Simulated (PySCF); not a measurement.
## Computed structure and properties of [Lu(PH3)]3+

System: [Lu(PH3)]3+ (singlet in the valence; each metal's 4f electrons, 14 of them, lie in its core potential, out of spins and levels); start: template (C3v). Method: PySCF 2.14.0, RKS PBE0, Lu lcecp-1-SVP with ECP60, P def2-SVP, H def2-SVP; non-relativistic Hamiltonian with scalar-relativistic core potentials where named; density fitting; no spin-orbit coupling.

Input of the relaxation:

```python
mol = gto.M(atom='''
Lu    -0.00000    -0.00000    -0.47042
P      0.00000     0.00000     2.35458
H      1.21001    -0.00000     3.09778
H     -0.60500     1.04790     3.09778
H     -0.60501    -1.04789     3.09778''',
    basis={'Lu': 'lcecp-1-SVP', 'P': 'def2-SVP', 'H': 'def2-SVP'},
    ecp={'Lu': 'lcecp-1-SVP'},
    charge=3, spin=0)
mf = dft.RKS(mol, xc='PBE0')
mf.grids.atom_grid = (50, 194)  # f atoms: unpruned, at least (60, 302)
mf = mf.density_fit()  # fitting sets: Lu AutoAux, P def2-universal-JKFIT, H def2-universal-JKFIT
mf.conv_tol = 1e-08; mf.max_cycle = 55
mf.kernel(dm0)  # dm0: converged density of the start geometry
# quasi-Newton relaxation in Cartesian coordinates to a largest gradient under 0.00045 Eh/bohr, steps kept in the point group
```

Run from Python with OMP_NUM_THREADS=2; the lines above give its settings. Where DIIS fails, smearing, a level shift and second-order steps follow.
It took 14 s on 2 threads of Arm Neoverse V1, with other jobs on the host, from the converged density of the start.

Course of the relaxation:

| step | energy above end (eV) | largest force component within the symmetry (eV/Å) |
| --- | --- | --- |
| 0 | 0.3343 | 1.292 |
| 1 | 0.0764 | 1.086 |
| 2 | 0.0108 | 0.461 |
| 3 | 0.0015 | 0.145 |
| 4 | 0.0000 | 0.014 |
| 5 | 0.0000 | 0.010 |

Relaxed geometry (C3v):

```xyz
5

Lu    0.0000    0.0000   -0.3385
P     0.0000    0.0000    2.5031
H     1.3378    0.0000    3.0043
H    -0.6689    1.1585    3.0043
H    -0.6689   -1.1585    3.0043
```

| contact | Å |
| --- | --- |
| Lu1–P2 (PH3) | 2.842 |

On the finer grid (75, 302):

| Property | Result |
| --- | --- |
| HOMO | -24.80 eV |
| LUMO | -19.88 eV |
| Dipole about the centre of mass | 3.96 D |
| Set of Mulliken populations of Lu1 outside the core potential | s 2.34, p 6.07, d 0.35, f 0.00 |
| D3(BJ) dispersion energy (not in the energies) | -0.117 eV |

| atom | Mulliken (e) | Löwdin (e) | spin (e) |
| --- | --- | --- | --- |
| Lu1 | 2.24 | 2.06 | 0.00 |
| P2 | -0.01 | 0.59 | 0.00 |
| H3 | 0.26 | 0.12 | 0.00 |
| H4 | 0.26 | 0.12 | 0.00 |
| H5 | 0.26 | 0.12 | 0.00 |

The 4f levels lie in the core potential and are missing.

On the grid (50, 194), as all that follows. Harmonic modes: a minimum; lowest 216 cm⁻¹ (negative: unstable), highest 2419 cm⁻¹, zero-point energy 0.698 eV.

Taking off one PH3 (charge 0, singlet; the rest: singlet) in vacuum, both parts rigid, costs 6.33 eV; the small basis without counterpoise inflates it. Parting with an electron moved from the ligand to the metal can be far cheaper, even downhill.

Rigid scan of PH3 along the line from its metal:

distance to P2 (Å), energy (eV) and a bar:
```
     2.54      0.320 ##############################
     2.64      0.125 ############
     2.74      0.027 ###
     2.84      0.000 
     2.94      0.023 ##
     3.04      0.081 ########
     3.24      0.257 ########################
```

One start shape was tried, so this needn't be the lowest isomer.

An lcecp potential fixes the number of 4f electrons, so in runs with it no electron can move into or out of that shell.
